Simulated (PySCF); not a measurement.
Structure with atom numbers: `[CH3:1][C:2](=[O:3])[CH2:4][C:5]([NH2:6])=[O:7]` (H(Xn): hydrogen on atom n). Ha(N6) is cis to the C=O or C=S heteroatom; Hb(N6) is trans to the C=O or C=S heteroatom.

Geometry: GFN2-xTB; GIAO shifts from PySCF 2.14, gas phase, non-relativistic, averaged over equivalent atoms.

At LDA/pcSseg-1 (154 basis functions, 28 s wall time on 1 thread of an Arm Neoverse N1, shared host):
```csv
atoms,δ (ppm)
C2,217.4
C5,165.4
C4,60.0
C1,37.1
O3,654.7
O7,452.7
N6,128.0
Hb(N6),6.68
Ha(N6),4.17
H(C4),3.45
H(C1),2.43
```

Scale: $^{13}$C (σ = 183.31 ppm), $^{1}$H (σ = 31.27 ppm) vs TMS; $^{17}$O (σ = 344.28 ppm) vs H2O; NH3 for $^{15}$N (σ = 273.93 ppm) (reference shieldings calculated alike).

Predict the values at wB97X-D/6-31++G** on the same geometry.

Answers


| atoms | δ at wB97X-D/6-31++G** | change |
| --- | --- | --- |
| C2 | 203.2 | -14.2 |
| C5 | 158.8 | -6.6 |
| C4 | 53.9 | -6.1 |
| C1 | 33.4 | -3.7 |
| O3 | 573.1 | -81.6 |
| O7 | 378.8 | -73.9 |
| N6 | 99.5 | -28.5 |
| Hb(N6) | 6.85 | +0.17 |
| Ha(N6) | 4.53 | +0.36 |
| H(C4) | 3.34 | -0.11 |
| H(C1) | 2.31 | -0.12 |

Chemical shifts δ = σref − σ; $^{13}$C (σref 198.85), $^{1}$H (σref 31.97) against TMS; $^{17}$O (σref 338.72) vs H2O; $^{15}$N (σref 272.65) against NH3, all at this level.

The largest change is at O3 (ketone oxygen). Cost: 168 basis functions, 36 s wall time on 1 thread of an Arm Neoverse N1, shared host. The order of the carbon signals is the same at both levels.

The C=O carbon of an acid or of an amide with N–H lies up to 10 ppm further downfield in solution, through hydrogen bonding that the calculation lacks. Unscaled 17O shifts of doubly bonded oxygen tend to come out too high, by tens of ppm or more. Experimental scales use liquid or dissolved standards, which lie at an offset from isolated NH3 (liquid NH3: subtract about 20 ppm) and H2O (liquid H2O: subtract about 36 ppm).
